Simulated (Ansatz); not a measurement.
Compare A (`CC[SiH](O)F`) with its isomer B (`C[SiH2]C(O)F`).

Computed with Ansatz on PBE0-D4/def2-TZVP structures; ΔE is electronic, products minus reactants. CCSD(T)/CBS is the MP2 limit (def2-TZVPP, def2-QZVPP) plus CCSD(T) − MP2 in def2-TZVPP, frozen cores. DFT in def2-TZVPP. B3LYP here is the variant with VWN-RPA as its local correlation; programs differ in this. One conformer a species, not always the lowest.

(1) Which isomer does CCSD(T)/CBS put lower? Give the gap. (Estimate.)

(2) Give E(B) − E(A) in kJ/mol with B2PLYP, r2SCAN-D4, HF/def2-TZVPP, PBE0-D4, PBE-D4, B3LYP-D4, MP2/def2-TZVPP. (An estimate is asked.)

Largest T1 diagnostic: 0.012.

Answers

(1) The calculation gave: A, by 368.0 kJ/mol.

(2) Computed: B2PLYP 361.9, r2SCAN-D4 353.8, HF/def2-TZVPP 370.8, PBE0-D4 345.3, PBE-D4 331.2, B3LYP-D4 351.2, MP2/def2-TZVPP 378.9. None reverses the order clearly.

From PBE to PBE0 (25 % exact exchange), in def2-TZVPP and without D4, E(B) − E(A) moves by +14.2 kJ/mol.
